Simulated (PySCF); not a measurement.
Si(H)2(NCO)(OMe) (C2H5NO2Si), SMILES CO[SiH2]N=C=O. Atoms are numbered in the order given.

```xyz
11

Si     0.7872    -0.5322     0.0000
N      0.2930     1.1088     0.0000
C     -0.1648     2.2171     0.0000
O     -0.5953     3.3059     0.0000
O     -0.5923    -1.4485     0.0000
C     -0.6336    -2.8579     0.0000
H      1.5995    -0.7879     1.2206
H      1.5995    -0.7879    -1.2206
H     -0.1460    -3.2862    -0.8959
H     -1.6869    -3.1773     0.0000
H     -0.1460    -3.2862     0.8959
```
Charge 0, spin multiplicity 1.

Geometry: B3LYP-D3(BJ)/def2-SVP. Other conformers were not sampled.

Level of theory: PBE/def2-TZVP (PySCF).

Symmetry labels are those of the subgroup Cs that the program uses (full group Cs).

Computed valence orbital energies around the gap with their symmetry:
```tsv
orbital	symmetry	energy (eV)
HOMO−7	A"	-11.21
HOMO−6	A'	-11.13
HOMO−5	A'	-10.45
HOMO−4	A"	-9.12
HOMO−3	A'	-7.67
HOMO−2	A'	-7.55
HOMO−1	A"	-7.32
HOMO	A"	-6.88
LUMO	A'	-0.93
LUMO+1	A'	-0.23
LUMO+2	A"	-0.16
LUMO+3	A'	0.53
```
